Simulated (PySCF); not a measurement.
## Checking a proposed structure

A compound C7H7NSi gives the data below (simulated from a calculation) and was assigned the structure `C[C@H]1[SiH2]C=C1C#CC#N`.

13C{1H} NMR (computed): δ 240.6 (C), 116.0 (C), 107.0 (C), 100.5 (C), 86.5 (CH2), 74.2 (C), -5.4 (CH3).

1H NMR (400 MHz, computed): δ 5.74 (s, 2H), 4.54 (q, 2H), 0.41 (t, 3H).

Theoretical values (PySCF): GFN2-xTB geometry, PBE0/pcSseg-1 with gauge-including orbitals. Isolated molecule, single conformer, averaged over atoms made equivalent by symmetry, fast rotation or ring inversion, no relativistic terms.

Scale: 1H and 13C vs TMS (reference shieldings calculated alike).

(1) Compare with the shifts computed for the proposed structure, pairing carbons in order of shift.

(2) Which isomer fits?

Results:

(1) Numbering as in the mapped SMILES `[CH3:1][C@H:2]1[SiH2:3][CH:4]=[C:5]1[C:6]#[C:7][C:8]#[N:9]`. Hydrogens are named by the atom that carries them.

```
atom  computed for proposal  given list  difference
  C4                  162.4       240.6       -78.2
  C5                  154.9       116.0       +38.9
  C8                  111.6       107.0        +4.6
  C7                   79.5       100.5       -21.0
  C6                   79.2        86.5        -7.3
  C2                   36.7        74.2       -37.5
  C1                   19.4        -5.4       +24.8
```

The rms difference is 38.1 ppm and the largest -78.2 ppm at C4 (alkene CH). The carbon types in order of shift don't match either: CH, C, C, C, C, CH, CH3 for the proposal against C, C, C, C, CH2, C, CH3 in the data. The proposal doesn't fit.

(2) `InChI=1S/C7H7NSi/c1-3-7(6-8)4-5-9-2/h1,9H2,2H3`.

- Carbon types of the structure: 5 × C, 1 × CH2, 1 × CH3, leaving 2 H on heteroatoms.
- δC 240.6: central carbon of an allene; the central sp carbon of an allene is among the most deshielded carbons of hydrocarbons.
- δC 116.0: nitrile carbon; C≡N carbons fall here, among the sp2 signals but without a proton.
- δC 107.0, 100.5: alkyne carbon.
- δC 86.5, 74.2: terminal carbon of a cumulated C=C=C unit.

The data come from this structure; uniqueness wasn't tested.

Shifts are as computed. Against solution values, carbons near 30 ppm lie about +3 ppm off and those near 130 ppm about +5 ppm. Of 1309 compounds with measured shifts, 239 miss one by over three times the rms of a fit or turn the order of signals round; such compounds aren't used in these exercises. Multiplicities follow the n + 1 count of equivalent neighbours, as no J values were calculated; m marks all less simple cases, F and P coupling included.
